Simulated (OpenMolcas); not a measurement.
## Zr: the spin-orbit constant, thermal populations, worked from levels

```yaml
Program: OpenMolcas 26.06
Basis: ANO-RCC-VQZP [8s7p5d3f2g1h]
Scalar_Hamiltonian: DKH2, point nucleus
Active_space: 4 electrons in 11 orbitals (4d 5s 5d)
State_averaging: 2S+1 = 3 even, 48 roots; 2S+1 = 5 even, 15 roots kept (CI in the orbitals of an earlier block); 2S+1 = 1 even, 42 roots kept (CI in the orbitals of an earlier block, 23 in the spin-orbit step)
Spin-orbit_coupling: RASSI with atomic mean-field integrals over the reference wave functions, term energies averaged over their components
```

Methods: CASSCF; MS-CASPT2, IPEA 0.25 Eh, imaginary shift 0.1 Eh (closed shells correlated: 4s 4p). Measured levels: NIST Handbook of Basic Atomic Spectroscopic Data.

**The spin-orbit constant.** For the Hund term 3F of d2, E(J) = (A/2) J(J+1) + constant and ζ = 2S·A = 2A. From J = 2 to J = 4 the energy changes by 7 A.

```csv
Source,E(4) - E(2),A,ζ
CASSCF,1293.1,184.7,369
MS-CASPT2,1313.2,187.6,375
measured,1240.8,177.3,355
```

All in cm-1. MS-CASPT2 is off by +5.8 % and CASSCF by +4.2 %. Both methods take the spin-orbit matrix elements from the reference wave functions, so the second can move ζ only through the term energies and any multistate remixing. Second-order mixing with other terms is absorbed into this ζ.

**Thermal populations.** Z = Σ (2J + 1) exp(-E/kT) with k = 0.695035 cm-1/K, over the levels below. No other level of either list lies under 2600 cm-1, which is above 7 kT at each temperature.

```tsv
Level	2J + 1	MS-CASPT2	measured
4d2 5s2 3F2	5	0.0	0.0
4d2 5s2 3F3	7	608	570
4d2 5s2 3F4	9	1313	1241
```

| T (K) | Z, MS-CASPT2 | Z, measured levels | Ground level (%), MS-CASPT2 | Ground level (%), measured levels |
| --- | --- | --- | --- | --- |
| 300 | 5.396 | 5.478 | 92.7 | 91.3 |

At 300 K, kT = 209 cm-1, and the computed levels give Z = 5.000 + 0.379 + 0.017 = 5.396.

CASPT2 does not keep the components of a term degenerate, so their means are used; among the terms shown or strongly mixed into the levels shown the widest spread is 1300 cm-1 (4d2 5s2 3F, MS-CASPT2). Over all roots computed the reference weight is 0.86 to 0.92 in MS-CASPT2; the roots of lowest weight are the least certain, and an intruder state may touch them. Some high roots are left out of the spin-orbit mixing, which shifts the levels that they would mix with. Active for correlation alone: 5d; no level in the range computed is led by a configuration that fills it, so any true level of that kind is missing. Without dynamic correlation excited terms often stand tens of per cent too high (terms of higher spin than the ground term too low), and those without a measured partner can miss by more than the paired ones (holds for CASSCF). Measured partners are found by configuration, term and J. A level has none where our copy of the source lacks it or the pairing is in doubt (some pairs that miss far off the trend of their configuration count as doubtful), and it then counts in no deviation. Levels of configurations outside the active space are missing.
